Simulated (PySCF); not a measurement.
A GIAO shielding run with PySCF 2.14 (density fitting, non-relativistic, gas phase) on `C([SiH2]CSCC)[SiH3]`, C$_{4}$H$_{14}$SSi$_{2}$:

```
$ OMP_NUM_THREADS=1 python probes_run.py task.json out

{"job": {"kind": "nmr", "xc": "PBE0", "basis": "pcSseg-1"}, "charge": 0, "multiplicity": 1}
C     -3.123740    -0.476612    -0.736158
C     -2.671025    -0.143105     0.672619
S     -1.862662     1.493086     0.780522
C     -0.097082     1.044340     0.857890
Si     0.570708     0.212641    -0.719221
C      2.465958     0.236363    -0.644442
Si     3.256697    -0.571598     0.883207
H     -3.612207    -1.449467    -0.749038
H     -3.829251     0.272276    -1.087761
H     -2.277373    -0.499207    -1.418301
H     -3.527402    -0.090405     1.345449
H     -1.961379    -0.875043     1.054547
H      0.401088     1.996776     1.032159
H      0.043194     0.432718     1.748974
H      0.073410     0.948256    -1.888047
H      0.097124    -1.178863    -0.776682
H      2.811812     1.267832    -0.712530
H      2.837648    -0.262876    -1.538195
H      2.928293     0.207443     2.080018
H      4.713123    -0.608086     0.723363
H      2.754144    -1.939524     1.032199
```

Hardware: 1 thread of an Intel Xeon, shared host. The job also computes population analyses, field gradients.

(1) How large is the calculation?

(2) How long does it take, and how much memory does it need?

Results:

(1) 82 electrons, 210 basis functions and 1159 auxiliary functions.

(2) 70 s of wall time, with 12 SCF cycles and 5 response iterations; peak memory 0.95 GiB. Times on a shared host scatter by some tens of per cent.
